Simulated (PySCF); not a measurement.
From one molecule to another.

First species: C₇H₅F₂N₃.
Atom-mapped SMILES: `[CH3:1][n:2]1[n:3][n:4][c:5]2[c:6]([F:7])[c:8]([F:9])[cH:10][cH:11][c:12]12` (hydrogens: H13, H14, H15 on C1; H16 on C10; H17 on C11)

Second species: CH₃Cl₂FSi.
SMILES with atom numbers: `[F:1][SiH2:2][CH:3]([Cl:4])[Cl:5]` (hydrogens: H6, H7 on Si2; H8 on C3)

Structure used (GFN2-xTB), in Å, numbered top down from 1:
```
atom  x, y, z in Å
F1     1.7047   -1.0427   -0.6481
Si2    0.9742    0.1155    0.1880
C3    -0.8861   -0.0221   -0.2770
Cl4   -1.5471   -1.5556    0.3427
Cl5   -1.7797    1.3407    0.4376
H6     1.1437   -0.1956    1.5918
H7     1.4979    1.3721   -0.3137
H8    -1.0985   -0.0029   -1.3457
```

Levels: PBE0/pcSseg-1 for dipole moment, HOMO energy, LUMO energy and HOMO–LUMO gap; GFN2-xTB for rotational constant A and rotational constant C. Geometries: GFN2-xTB. All species are isolated and taken at one optimised geometry, non-relativistic unless stated; the electronic structure was computed with PySCF and density fitting.

The conformers computed, where there is a choice (atom-mapped SMILES and torsion angles):
- `[F:1][SiH2:2][CH:3]([Cl:4])[Cl:5]`: F1–Si2–C3–Cl4 67°

```csv
property,column X,column Y
dipole moment,5.98 D,1.53 D
HOMO energy,-7.12 eV,-8.47 eV
LUMO energy,-1.55 eV,-0.42 eV
HOMO–LUMO gap,5.57 eV,8.05 eV
rotational constant A,1.977 GHz,3.065 GHz
rotational constant C,0.539 GHz,1.165 GHz
```

Problem. Which column belongs to which species?

Solution. Column X is the first species and column Y the second. The first has 17 atoms and 86 electrons, the second 8 and 66.

Problem. How does each property change from the first species to the second?

Solution. dipole moment -4.45 D; HOMO energy -1.35 eV; LUMO energy +1.13 eV; HOMO–LUMO gap +2.48 eV; rotational constant A +1.088 GHz; rotational constant C +0.626 GHz.

On the first: The dipole matches unit charges of opposite sign 1.25 Å apart (1 e·Å = 4.8032 D).

On the second: The dipole matches unit charges of opposite sign 0.32 Å apart (1 e·Å = 4.8032 D). A dipole of 1.53 D is allowed in C1, and pure rotational transitions are dipole-allowed.
